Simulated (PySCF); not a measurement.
Isomers of C6H12O2S, one GFN2-xTB conformer each. Single-point energies are computed at PBE0/pcSseg-1 (PySCF, gas phase, no added dispersion term), electronic only.

Question: Rank them by PBE0/pcSseg-1 energy, lowest first (kcal/mol).
A. `[CH2:1]=[CH:2][CH2:3][CH2:4][S:5](=[O:6])(=[O:7])[CH2:8][CH3:9]` with C1–C2–C3–C4 -128°, C2–C3–C4–S5 -75°, C3–C4–S5–O6 -52°, C4–S5–C8–C9 -176°
B. `[O:1]=[S:2]1(=[O:3])[CH2:4][CH2:5][CH2:6][CH2:7][CH2:8][CH2:9]1` with O1–S2–C4–C5 -155°, S2–C4–C5–C6 91°, C4–C5–C6–C7 -80°, C5–C6–C7–C8 58°
C. `[CH3:1][C@@H:2]1[CH2:3][CH2:4][S:5](=[O:6])(=[O:7])[C@@H:8]1[CH3:9]` with C1–C2–C3–C4 -68°, C2–C3–C4–S5 -34°, C3–C4–S5–O6 122°, C4–S5–C8–C9 147°

Answer: C (0.0), B (2.5), A (21.5).

As drawn, the highest has a C=C bond outside aromatic rings, which the lowest lacks. GFN2-xTB itself gives, in the same order: 0.0, 7.5, 35.8. Both levels put the same isomer lowest; measured from each level's own lowest isomer, the values differ by up to 14.3 kcal/mol (C=CCCS(=O)(=O)CC: 35.8 against 21.5).

Which frontier levels, dipoles and rotational constants go with these structures?

```
                     SMILES  HOMO (eV, PBE0/pcSseg-1)  LUMO (eV)  dipole (D)       A, B, C (MHz)
C[C@@H]1CCS(=O)(=O)[C@@H]1C                     -7.87       0.84        5.08    1930, 1485, 1171
            O=S1(=O)CCCCCC1                     -7.92       0.74        5.34   2286, 1185, 977.2
           C=CCCS(=O)(=O)CC                     -7.58       0.33        4.33  3511, 731.9, 708.4
```
